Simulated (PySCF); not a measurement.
**Simulated absorption spectrum**

Compound: BiH2(vinyl), C2H5Bi.
SMILES: `[H][Bi]([H])[CH]=C`

Theory: PySCF, TDDFT CAM-B3LYP/def2-SVPD, vertical, gas phase, core orbitals frozen in the response, def2 core potentials past Kr. One conformer (not necessarily the lowest) at the PBE0-D3(BJ)/def2-SVP geometry, without solvent, vibrations or thermal averaging. Spin–orbit coupling is left out.

Each state is given a Gaussian of 0.5 eV full width at half maximum, with ε(max) = 2.175×10⁸ f / Δν̃ (Δν̃ the width in cm⁻¹). The width is an assumption, not a result. The curve ends short of the highest state used, and states not computed would add to its high-energy end.

| λ (nm) | ε (L mol⁻¹ cm⁻¹) |
| --- | --- |
| 179.5 | 12103 |
| 181.0 | 10558 |
| 182.5 | 9110 |
| 184.0 | 8006 |
| 185.5 | 7413 |
| 187.0 | 7386 |
| 188.5 | 7867 |
| 189.9 | 8647 |
| 191.4 | 9657 |
| 192.9 | 10652 |
| 194.4 | 11462 |
| 195.9 | 11972 |
| 197.4 | 12131 |
| 198.9 | 11947 |
| 200.4 | 11472 |
| 201.9 | 10779 |
| 203.3 | 10003 |
| 204.8 | 9092 |
| 206.3 | 8146 |
| 207.8 | 7197 |
| 209.3 | 6267 |
| 210.8 | 5373 |
| 212.3 | 4527 |
| 213.8 | 3744 |
| 215.3 | 3036 |
| 216.7 | 2450 |
| 218.2 | 1907 |
| 219.7 | 1453 |
| 221.2 | 1083 |
| 222.7 | 791 |
| 224.2 | 566 |
| 225.7 | 396 |
| 227.2 | 273 |
| 228.6 | 189 |
| 230.1 | 125 |
| 231.6 | 82 |
| 233.1 | 52 |
| 234.6 | 33 |
| 236.1 | 20 |
| 237.6 | 13 |
| 239.1 | 8 |
| 240.6 | 4 |
| 242.0 | 3 |
| 243.5 | 2 |

Q: Where are the band maxima, and which computed states make them?

A: 197 nm (6.28 eV), ε about 12000, made up of S2 (14%), S3 (68%) and S4 (11%) (ε in L mol⁻¹ cm⁻¹; maxima over ε = 5, shares over 10%). At its high-energy end, 6.91 eV, the curve is still rising (ε about 12000, from S6 and S7). The states used: S1 5.84 eV (f 0.011); S2 6.00 eV (f 0.077); S3 6.30 eV (f 0.154); S4 6.38 eV (f 0.028); S5 6.56 eV (f 0.029); S6 6.99 eV (f 0.186); S7 7.07 eV (f 0.031); S8 7.20 eV (f 0.0091); S9 7.30 eV (f 0.054); S10 7.51 eV (f 0.306).

Q: What would ε be at 6.28 eV, the highest of these maxima, with half the width (0.25 eV)?

A: About 18600 L mol⁻¹ cm⁻¹ against 12100, a factor of about 1.5; a lone state at its own centre would give exactly 2.

Q: On this curve, what absorbance would a 10⁻⁵ mol/L sample give at 222 nm over a 1 cm path?

A: 222 nm is 5.585 eV, where ε is about 920 L mol⁻¹ cm⁻¹, so A = ε c l ≈ 0.0092 (Beer–Lambert, with the gas-phase spectrum and the assumed width).

Q: Coming from long wavelengths, where does ε first pass 100 L mol⁻¹ cm⁻¹?

A: At about 231 nm (5.37 eV), 0.47 eV below S1.

All these states lie below the vertical ionisation energy of 9.46 eV (ΔSCF).
